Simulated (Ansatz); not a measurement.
Input for Ansatz (an electronic-structure program): U-r2SCAN/def2-TZVPP on HIZn (SMILES [ZnH][I]), a point of a bond scan (R = 1.837 Å). Elements past Kr take the def2 small-core potentials; no spin–orbit coupling.

Ansatz 0.2 input:
```yaml
crystal:
  periodic: [false, false, false]
  atoms:
    - {symbol: Zn, position_ang: [-0.00000000, -0.00000000, -1.52518202]}
    - {symbol: H, position_ang: [0.00000000, 0.00000000, -3.36210282]}
    - {symbol: I, position_ang: [0.00000000, 0.00000000, 0.92097000]}
basis:
  gaussian:
    orbitals: def2-TZVPP
hamiltonian:
  xc: {name: r2SCAN}
magnetization: {spin_polarized: true, initial_magnetization: 0}
```

Program output:

```
WARN ansatz: RAYON_NUM_THREADS=1 ignored (pool sized by the plan → 1); use --threads N
Functional definition: r2SCAN
integrals: 0.05 GiB planned
925 factors; their error is unknown
mean field: 0.49 GiB planned
mean field evaluation 1: about -56538.5296 eV, gradient 3.0e1 eV
mean field evaluation 2: about -56532.0532 eV, gradient 7.0e1 eV
mean field evaluation 4: about -56540.7505 eV, gradient 1.4e0 eV
mean field evaluation 8: about -56540.7459 eV, gradient 2.7e-2 eV
mean field evaluation 16: about -56540.7459 eV, gradient 2.8e-6 eV
mean field -56540.74593934 eV, -2077.8340885768 hartree, gradient 2.8e-6 eV, S^2 0.000000; 0 other end points of the search recorded, 0 dependent functions left out
reference -56540.74595400 eV, -2077.8340891155 hartree; 28, 28 occupied and 100, 100 virtual orbitals, 925 factors
Total energy: -56540.74595400 eV, -2077.8340891155 hartree
```

The run converged.

Cost: very roughly 9 core-seconds.
